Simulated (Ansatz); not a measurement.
Level of theory: frozen-core CCSD(T)/cc-pVDZ // PBE0-D3(BJ)/def2-SVP (Ansatz, a first-principles code). The restricted HF reference is unstable towards unrestricted orbitals.

Ansatz 0.2 input:
```yaml
crystal:
  periodic: [false, false, false]
  atoms:
    - { symbol: C, position_ang: [-2.149967, 1.567819, -0.38518] }
    - { symbol: C, position_ang: [-1.305013, 1.290834, 0.613833] }
    - { symbol: C, position_ang: [-0.058344, 0.52112, 0.503386] }
    - { symbol: C, position_ang: [1.015186, 0.904231, 1.31972] }
    - { symbol: F, position_ang: [0.844522, 1.934946, 2.150961] }
    - { symbol: C, position_ang: [2.249666, 0.274326, 1.297158] }
    - { symbol: C, position_ang: [2.432935, -0.800995, 0.433768] }
    - { symbol: C, position_ang: [1.379881, -1.229051, -0.372001] }
    - { symbol: C, position_ang: [0.130414, -0.590917, -0.351262] }
    - { symbol: Si, position_ang: [-1.228168, -1.366433, -1.408159] }
    - { symbol: H, position_ang: [-3.063063, 2.139872, -0.204294] }
    - { symbol: H, position_ang: [-1.955358, 1.265958, -1.418204] }
    - { symbol: H, position_ang: [-1.520381, 1.691614, 1.609647] }
    - { symbol: H, position_ang: [3.042639, 0.637108, 1.953504] }
    - { symbol: H, position_ang: [3.395936, -1.31543, 0.400555] }
    - { symbol: H, position_ang: [1.530253, -2.095823, -1.020663] }
    - { symbol: H, position_ang: [-2.518645, -1.467668, -0.666628] }
    - { symbol: H, position_ang: [-1.46993, -0.624995, -2.684863] }
    - { symbol: H, position_ang: [-0.752563, -2.736514, -1.771276] }
basis:
  gaussian: { orbitals: cc-pVDZ }
correlation:
  method: ccsd_t
```

Output:

```
Functional definition: HF
1755 factors; integrals over basis functions are off by at most 1.1e-3 eV
mean field evaluation 1: about -18948.8188 eV, gradient 3.8e1 eV
mean field evaluation 2: about -18949.2712 eV, gradient 3.8e1 eV
mean field evaluation 4: about -18954.0032 eV, gradient 6.1e0 eV
mean field evaluation 8: about -18954.1184 eV, gradient 2.9e-1 eV
mean field evaluation 16: about -18953.6473 eV, gradient 1.6e0 eV
mean field -18954.11906080 eV, -696.5510279212 hartree, gradient 6.7e-6 eV, S^2 0.000000; 0 other end points of the search recorded, 0 dependent functions left out; unrestricted orbitals would lower it
14 core orbitals not correlated
reference -18954.11906080 eV, -696.5510279212 hartree; 26, 26 occupied and 149, 149 virtual orbitals, 1755 factors
second order -36.23526142 eV of doubles, -0.00000000 eV of singles
cycle   1  -36.76021667 eV  change   -5.2e-1 eV  update   1.5e-1
cycle   2  -37.83477153 eV  change    -1.1e0 eV  update   4.9e-2
cycle   3  -38.08991350 eV  change   -2.6e-1 eV  update   2.3e-2
cycle   4  -38.08974902 eV  change    1.6e-4 eV  update   6.6e-3
cycle   5  -38.09087920 eV  change   -1.1e-3 eV  update   3.0e-3
cycle   6  -38.09203438 eV  change   -1.2e-3 eV  update   7.6e-4
cycle   7  -38.09185839 eV  change    1.8e-4 eV  update   2.9e-4
cycle   8  -38.09183725 eV  change    2.1e-5 eV  update   8.8e-5
cycle   9  -38.09186872 eV  change   -3.1e-5 eV  update   3.7e-5
perturbative correction -1.55051116 eV, -0.0569802340 hartree
Total energy: -18993.76144068 eV, -698.0078585111 hartree
```

Cost: roughly 8 core-minutes.
